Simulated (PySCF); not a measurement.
B(Cl)(Me)(NH2) (CH₅BClN), SMILES CB(N)Cl.

Coordinates come from a B3LYP-D3(BJ)/def2-SVP optimisation. Other conformers were not sampled.

These are PySCF with B3LYP-D3(BJ)/def2-SVP values and carry that method's errors.

Frequencies are harmonic and unscaled.

Q: Estimate the vibrational spectrum. (Estimate from the structure and the level; the computed values follow.)

A: 
```csv
mode,ν (cm⁻¹),IR (km/mol),Raman (Å⁴/amu),depolarisation,moving atoms (share of kinetic energy)
1,125,1.6,0.0,–,H 97 %
2,289,1.3,1.3,0.71,"H 29 %, C 28 %, Cl 22 %, N 13 %, B 9 %"
3,342,0.9,1.6,0.72,"N 31 %, H 31 %, Cl 21 %, C 11 %"
4,417,11.1,1.5,0.75,"B 52 %, H 45 %"
5,524,140.1,0.5,0.75,"H 79 %, N 19 %"
6,601,26.7,7.2,0.14,"Cl 30 %, C 19 %, B 17 %, N 17 %, H 17 %"
7,606,26.6,0.7,0.75,H 88 %
8,843,4.7,2.6,0.22,"H 52 %, C 19 %, N 17 %, B 11 %"
9,855,1.7,2.2,0.64,"H 73 %, C 19 %, N 8 %"
10,892,12.5,0.3,0.75,"H 57 %, B 22 %, C 20 %"
11,1144,185.5,1.8,0.36,"B 53 %, H 34 %"
12,1314,53.5,3.3,0.70,"H 66 %, C 16 %, B 15 %"
13,1383,107.4,15.1,0.56,"H 46 %, B 37 %, C 11 %"
14,1435,4.3,14.4,0.75,H 96 %
15,1453,7.3,7.3,0.69,"H 83 %, B 11 %"
16,1594,182.4,4.5,0.75,"H 67 %, N 22 %, B 11 %"
17,3026,4.0,140.4,0.00,H 97 %
18,3102,6.1,76.3,0.75,"H 91 %, C 9 %"
19,3112,22.1,82.6,0.75,"H 91 %, C 9 %"
20,3590,40.0,128.7,0.12,H 96 %
21,3694,30.2,77.1,0.75,"H 91 %, N 9 %"
```
